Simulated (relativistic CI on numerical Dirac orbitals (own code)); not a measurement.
Method of calculation: Dirac-Coulomb-Breit CI, orbitals from a KLI potential per configuration, QED by a radiative potential, unscaled Slater integrals (own radial code, finite nucleus).

Configuration list (outside the closed core [Ar]): 3d10 4s, 3d10 4p, 3d10 4d, 3d10 4f, 3d10 5s, 3d10 5p, 3d10 5d, 3d10 5f, 3d10 5g, 3d10 6s, 3d10 6p, 3d9 4s2, 3d10 6d, 3d10 6f, 3d10 7s, 3d9 4s 4p, 3d10 8s, 3d9 4s 4d, 3d9 4s 4f, 3d9 4s 5s, 3d9 4s 5p, 3d9 4s 5d, 3d9 4s 5f. Double excitations out of closed p, d and f shells are left out; levels of such configurations are missing from the list, as are those of other unlisted configurations, and high levels can miss mixing partners.

At this charge energies of transitions that change n are usually good to better than 1 %, and those within a shell (Δn = 0) to a few per cent.

Outline of the computed level scheme of Pd XVIII. Lowest level of each configuration: 3d10 4s 2S_1/2 at 0.000 eV; 3d10 4p 2P°_1/2 at 36.817 eV; 3d10 4d 2D_3/2 at 104.284 eV; 3d10 4f 2F°_5/2 at 167.604 eV; 3d10 5s 2S_1/2 at 197.398 eV; 3d10 5p 2P°_1/2 at 214.019 eV; 3d10 5d 2D_3/2 at 244.084 eV; 3d10 5f 2F°_5/2 at 271.655 eV; 3d10 5g 2G_7/2 at 279.414 eV.

Some strong electric-dipole decays among the lowest 16 levels: 3d10 5g 2G_9/2 → 3d10 4f 2F°_7/2 (5.0e+11 s⁻¹); 3d10 5g 2G_7/2 → 3d10 4f 2F°_5/2 (4.9e+11 s⁻¹); 3d10 5s 2S_1/2 → 3d10 4p 2P°_3/2 (2.4e+11 s⁻¹); 3d10 5f 2F°_7/2 → 3d10 4d 2D_5/2 (1.4e+11 s⁻¹); 3d10 5p 2P°_1/2 → 3d10 4d 2D_3/2 (1.3e+11 s⁻¹); 3d10 5f 2F°_5/2 → 3d10 4d 2D_3/2 (1.2e+11 s⁻¹); 3d10 5s 2S_1/2 → 3d10 4p 2P°_1/2 (1.1e+11 s⁻¹); 3d10 5p 2P°_3/2 → 3d10 4d 2D_5/2 (1.1e+11 s⁻¹).

LS names give the leading component of a level, which can be under half, so a name can repeat, a term be missing and a line seem to break the LS rules.
